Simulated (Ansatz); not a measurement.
`C[C@H]1O[Si@H]1F`. Total charge 0; spin multiplicity 1. The structure was optimised at the PBE0-D4/def2-TZVP level.

```xyz
10

C    -1.268    0.461    0.325
C     0.228    0.494    0.263
O     0.886   -0.673    0.968
Si    1.239   -0.695   -0.627
F     0.573   -1.830   -1.514
H    -1.672   -0.477   -0.060
H    -1.679    1.280   -0.270
H    -1.612    0.583    1.357
H     0.663    1.431    0.613
H     2.642   -0.574   -1.055
```

(1) What is the dipole moment at B3LYP/def2-TZVPP? (An estimate is asked.)

(2) And with PBE, r2SCAN, ωB97M-V? (An estimate is asked.)

(3) Give the Mulliken charges with B3LYP, r2SCAN, PBE in def2-TZVPP. (Estimate.)

Results:

(1) Ansatz gave: 1.88 D, with components (0.18, 1.59, -0.99) D in this frame, pointing from negative to positive charge.

(2) Ansatz gave: PBE 1.70 D, r2SCAN 1.77 D, ωB97M-V 1.89 D.

(3) The calculation gave: 
```json
{"atom": "C1", "B3LYP": "-0.21", "r2SCAN": "-0.10", "PBE": "-0.22"}
{"atom": "C2", "B3LYP": "-0.01", "r2SCAN": "0.00", "PBE": "-0.01"}
{"atom": "O3", "B3LYP": "-0.41", "r2SCAN": "-0.41", "PBE": "-0.33"}
{"atom": "Si4", "B3LYP": "0.66", "r2SCAN": "0.69", "PBE": "0.55"}
{"atom": "F5", "B3LYP": "-0.31", "r2SCAN": "-0.31", "PBE": "-0.27"}
{"atom": "H6", "B3LYP": "0.08", "r2SCAN": "0.04", "PBE": "0.08"}
{"atom": "H7", "B3LYP": "0.07", "r2SCAN": "0.04", "PBE": "0.08"}
{"atom": "H8", "B3LYP": "0.09", "r2SCAN": "0.05", "PBE": "0.09"}
{"atom": "H9", "B3LYP": "0.10", "r2SCAN": "0.06", "PBE": "0.09"}
{"atom": "H10", "B3LYP": "-0.06", "r2SCAN": "-0.07", "PBE": "-0.06"}
```

B3LYP here is the variant with VWN-RPA as its local correlation; programs differ in this.
